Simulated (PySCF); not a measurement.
Ge(F)3(OH) (F3GeHO), SMILES [F][Ge]([F])([F])[OH].

Coordinates come from a PBE0-D3(BJ)/def2-SVP optimisation. One conformer was computed; it need not be the lowest.

All values below come from PBE0-D3(BJ)/def2-SVP (PySCF).

Frequencies are harmonic and unscaled.

| mode | ν (cm⁻¹) | IR (km/mol) | moving atoms (share of kinetic energy) |
|---|---|---|---|
| 1 | 71 | 96.4 | H 82 %, F 18 % |
| 2 | 206 | 1.1 | F 74 %, O 23 % |
| 3 | 223 | 18.3 | F 63 %, O 22 %, H 14 % |
| 4 | 258 | 38.5 | F 50 %, Ge 24 %, O 20 % |
| 5 | 270 | 57.6 | F 44 %, O 32 %, Ge 24 % |
| 6 | 273 | 49.4 | F 69 %, Ge 25 % |
| 7 | 719 | 0.5 | F 76 %, O 23 % |
| 8 | 783 | 97.2 | F 74 %, Ge 26 % |
| 9 | 796 | 77.1 | F 73 %, Ge 24 % |
| 10 | 805 | 152.5 | O 58 %, Ge 24 %, F 16 % |
| 11 | 901 | 73.7 | H 87 % |
| 12 | 3894 | 141.8 | H 94 % |
